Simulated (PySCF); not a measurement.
GeH₃O₃, SMILES [OH][Ge]([OH])[OH] (connectivity only; charge and spin as stated), charge +1, multiplicity 1.

Coordinates come from a PBE-D3(BJ)/def2-SVP optimisation. The spin state was assumed, not searched. The isomer is the one that the SMILES or the coordinates give; other isomers of the formula were not compared. The values are those of a single conformer.

These are B3LYP/def2-TZVP (PySCF) values and carry that method's errors.

Gas-phase values at a fixed geometry.

Computed frontier levels, gap, dipole moment and polarisability:
The highest occupied level is -15.72 eV. The lowest empty level is -8.61 eV and the orbital gap is 7.11 eV. The dipole moment about the centre of nuclear charge is 3.20 D and the mean static polarisability is 33.3 bohr³ (4.94 Å³). The polarisability, principal values is 22.6, 38.0, 39.4 bohr³.
